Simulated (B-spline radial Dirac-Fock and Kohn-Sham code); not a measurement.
# La³⁺ in Watson spheres of different radius

Calculated with a radial finite-basis atomic code, using ΔSCF Dirac-Fock with Breit, self-energy and vacuum polarisation, finite nucleus, configuration average. The ion, [Kr] 4d10 5s2 5p6, sits in a hollow sphere of charge Q = -3, a simple model of the Madelung potential. Inside the sphere an electron's potential energy is raised by the constant 14.40·|Q|/R eV, so binding energies fall by about that much as long as the orbitals stay inside.

```
radius (Å)  14.40 |Q|/R (eV)  1s (eV)  2s (eV)  2p1/2 (eV)  2p3/2 (eV)  3s (eV)  3p1/2 (eV)  3p3/2 (eV)  3d3/2 (eV)  3d5/2 (eV)  4s (eV)  4p1/2 (eV)  4p3/2 (eV)  4d3/2 (eV)  4d5/2 (eV)  5s (eV)  5p1/2 (eV)  5p3/2 (eV)
       1.6             27.00  38934.8   6283.8      5903.5      5495.5   1380.3      1220.2      1139.1       861.7       844.9    293.4       232.5       215.2       113.3       110.4    44.18       25.01       22.29
         3             14.40  38947.1   6296.0      5915.7      5507.8   1392.5      1232.5      1151.3       874.0       857.2    305.7       244.8       227.5       125.6       122.6    56.54       37.33       34.60
```

From the smallest to the largest radius 1s moves by +12.2 eV, while the constant potential alone would give +12.6 eV; the difference comes from charge outside the sphere and its screening.
